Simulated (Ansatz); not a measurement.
Geometry optimisation, RKS PBE/def2-SVP in Ansatz 0.2.0.

The input (input.yaml):

```yaml
crystal:
  periodic: [false, false, false]
  atoms:
    - { symbol: O, position_ang: [0.1465, -1.7628, 0.7495] }
    - { symbol: C, position_ang: [-0.2984, -0.786, 0.0593] }
    - { symbol: Ga, position_ang: [0.1463, 1.104, -0.0228] }
    - { symbol: H, position_ang: [-0.9926, -0.9295, -0.6886] }
    - { symbol: H, position_ang: [1.1952, 0.8453, -0.7948] }
    - { symbol: H, position_ang: [-0.155, 1.4649, 0.6512] }
basis:
  gaussian: { orbitals: def2-SVP }
hamiltonian:
  xc: pbe
relax:
  f_tol: 0.02
  max_steps: 50
```

Command:

```bash
$ ansatz run input.yaml --threads 1 --pin off --max-ram 2048MiB --backend cpu --events-out ev --progress --plain --runs-dir out
```

Question: Where does it end, and by what steps?

Answer: The run converged. After 15 steps the energy has fallen by 16.292 eV; H4 moved furthest, 0.66 Å. The start is strongly strained (largest force component 58 eV/Å).

```
step  energy less start (eV)  largest force component (eV/Å)  accepted
   0                  0.0000                          58.218       yes
   1                -11.7046                          14.024       yes
   2                -14.9183                           4.620       yes
   3                -15.9512                           1.273       yes
   4                -16.1449                           0.891       yes
   5                -16.1711                           0.820       yes
   6                -16.1897                           0.609       yes
   7                -16.2489                           1.018       yes
   8                -16.2757                           0.277       yes
   9                -16.2743                           0.710        no
  10                -16.2869                           0.107       yes
  11                -16.2896                           0.200       yes
  12                -16.2909                           0.083       yes
  13                -16.2919                           0.065       yes
  14                -16.2923                           0.048       yes
  15                -16.2924                           0.016       yes
```

```xyz
6
Properties=species:S:1:pos:R:3
O 0.182 -1.538 0.756
C -0.475 -0.959 -0.103
Ga 0.270 0.906 -0.113
H -1.287 -1.514 -0.668
H 1.607 1.143 -0.915
H -0.255 1.898 0.997
```

Time of the run: 51 s on 1 CPU thread of a shared host.
